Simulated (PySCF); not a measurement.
The dipole of `[SiH3]Cc1ccoc1` from its density and from atomic charges.

Coordinates (PBE0-D3(BJ)/def2-SVP, Å) and charges (e) from the PBE0/pcSseg-1 density (PySCF):

```
atom       x       y       z  Mulliken      IAO  Hirshfeld  ESP-fitted
 Si1  -2.305   0.587   0.227   +0.5099  +0.6013    +0.3088     +0.5372
  C2  -1.093  -0.867   0.149   -0.3967  -0.5348    -0.1515     -0.4187
  C3   0.306  -0.418  -0.116   -0.2910  -0.0514    -0.0310     +0.1415
  C4   1.198   0.229   0.808   -0.1630  -0.2345    -0.0940     -0.3734
  C5   2.342   0.487   0.116   +0.1732  +0.0086    +0.0044     -0.0244
  O6   2.230   0.060  -1.155   -0.3613  -0.2306    -0.0691     -0.1491
  C7   1.001  -0.483  -1.291   +0.1872  -0.0191    -0.0059     -0.1303
  H8  -2.323   1.305  -1.083   -0.0784  -0.1133    -0.0783     -0.1293
  H9  -3.686   0.098   0.533   -0.0923  -0.1195    -0.0809     -0.1475
 H10  -1.889   1.544   1.298   -0.0843  -0.1160    -0.0786     -0.1306
 H11  -1.435  -1.561  -0.635   +0.1508  +0.1551    +0.0477     +0.1231
 H12  -1.152  -1.419   1.103   +0.1621  +0.1572    +0.0466     +0.1420
 H13   1.003   0.463   1.853   +0.0757  +0.1611    +0.0557     +0.2128
 H14   3.287   0.950   0.388   +0.1126  +0.1699    +0.0644     +0.1673
 H15   0.754  -0.879  -2.273   +0.0954  +0.1660    +0.0613     +0.1794
```

Q: What dipole does each set of charges give (1 e·Å = 4.803 D), and what does the density give?

A: The full density gives (-0.24, -0.49, 0.46) D, 0.71 D in size; dipole vectors point from the negative to the positive end.

```csv
scheme,μx,μy,μz,size (D),share of the full size (%),angle to the full dipole (°)
Mulliken,-2.12,0.25,0.63,2.23,312,65
IAO,-1.19,0.34,0.65,1.39,195,65
Hirshfeld,0.01,-0.16,0.06,0.17,24,33
ESP-fitted,-0.27,-0.49,0.48,0.74,103,2
```

Q: Which set comes closest?

A: Length of the difference vector: ESP-fitted 0.03 D, Hirshfeld 0.57 D, IAO 1.27 D, Mulliken 2.03 D. Closest: ESP-fitted. ESP charges are fitted to the potential around the molecule, whose slowest-falling term is the dipole's. 

Q: What is left for the Hirshfeld atoms' own dipoles?

A: The Hirshfeld atoms' densities add up to the full density, so μ = Σ q r + Σ (atomic dipoles). The atomic dipoles sum to (-0.24, -0.49, 0.46) − (0.01, -0.16, 0.06) = (-0.25, -0.33, 0.40) D, 0.57 D in size.

Q: With the origin at the mean of the coordinates, (-0.117, 0.006, -0.005) Å, which are the largest single terms, by size, of the IAO dipole along the direction of the full one?

A: C2 -2.64, O6 +1.75, H12 +1.54, Si1 +1.43, H14 -1.27 D; all 15 atoms together +0.59 D. The single terms depend on the origin, their sum doesn't.

Q: Give the size of the full dipole in other units.

A: 0.71 D = 0.281 au = 0.149 e·Å = 2.38 × 10⁻³⁰ C·m.

The structure is a single PBE0-D3(BJ)/def2-SVP conformer in the gas phase; no vibrational or solvent corrections.

Conformer computed: `[SiH3:1][CH2:2][c:3]1[cH:4][cH:5][o:6][cH:7]1`: Si1–C2–C3–C4 74°.
